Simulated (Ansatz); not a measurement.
Born–Oppenheimer molecular dynamics of CH$_{9}$BNPSi (14 atoms, charge 0, multiplicity 1). It starts from a relaxed structure.

These are results of RHF/STO-3G (Ansatz), not measurements.

```yaml
ensemble: NVE (Milne-controlled integrator)
time_step: 0.5 fs
steps_asked: 500
starting_velocities_drawn_for: 400 K
seed: 534166
```

First frame:

```xyz
14
Properties=species:S:1:pos:R:3
C -1.741 1.829 0.619
B -0.327 1.222 0.282
Si 0.261 -0.582 0.793
P 0.201 -1.965 -0.943
N 1.714 -1.613 -1.765
H -2.466 1.113 0.988
H -2.168 2.342 -0.238
H -1.604 2.584 1.391
H 0.404 1.907 -0.311
H 1.591 -0.531 1.309
H -0.566 -1.134 1.813
H 0.675 -3.057 -0.239
H 2.447 -1.222 -1.159
H 1.569 -0.922 -2.510
```

(1) How far do the bonds stretch over the last three quarters of this one trajectory? (Pairs bonded in most of those frames.)

## Answers

(1) 
```json
{"bond": "C1–B2", "mean (Å)": "1.576", "spread (Å)": "0.015", "shortest": "1.54", "longest": "1.61"}
{"bond": "C1–H6", "mean (Å)": "1.087", "spread (Å)": "0.016", "shortest": "1.05", "longest": "1.12"}
{"bond": "C1–H7", "mean (Å)": "1.085", "spread (Å)": "0.024", "shortest": "1.04", "longest": "1.13"}
{"bond": "C1–H8", "mean (Å)": "1.089", "spread (Å)": "0.017", "shortest": "1.06", "longest": "1.13"}
{"bond": "B2–Si3", "mean (Å)": "1.972", "spread (Å)": "0.032", "shortest": "1.91", "longest": "2.04"}
{"bond": "B2–H9", "mean (Å)": "1.164", "spread (Å)": "0.002", "shortest": "1.16", "longest": "1.17"}
{"bond": "Si3–P4", "mean (Å)": "2.217", "spread (Å)": "0.023", "shortest": "2.18", "longest": "2.26"}
{"bond": "Si3–H10", "mean (Å)": "1.427", "spread (Å)": "0.018", "shortest": "1.40", "longest": "1.46"}
{"bond": "Si3–H11", "mean (Å)": "1.426", "spread (Å)": "0.013", "shortest": "1.40", "longest": "1.45"}
{"bond": "P4–N5", "mean (Å)": "1.772", "spread (Å)": "0.023", "shortest": "1.72", "longest": "1.81"}
{"bond": "P4–H12", "mean (Å)": "1.388", "spread (Å)": "0.037", "shortest": "1.33", "longest": "1.44"}
{"bond": "N5–H13", "mean (Å)": "1.031", "spread (Å)": "0.013", "shortest": "1.00", "longest": "1.06"}
{"bond": "N5–H14", "mean (Å)": "1.031", "spread (Å)": "0.014", "shortest": "1.00", "longest": "1.06"}
```

Mean temperature of the second half: 217 K. The conserved energy stayed within 0.027 meV per atom of its start (net change -0.012 meV per atom), so the integration is sound. Over the second half the temperature averaged 0.54 of the 400 K drawn at the start: a run that starts near a minimum puts about half its kinetic energy into the potential. A run of 0.25 ps of so small a system gives no equilibrium averages. Limits of this set-up: minimal basis.

Time of the run: 6.7 min on 1 thread of Intel(R) Xeon(R) 6975P-C (Granite Rapids), on a shared host, peak memory 0.11 GiB.
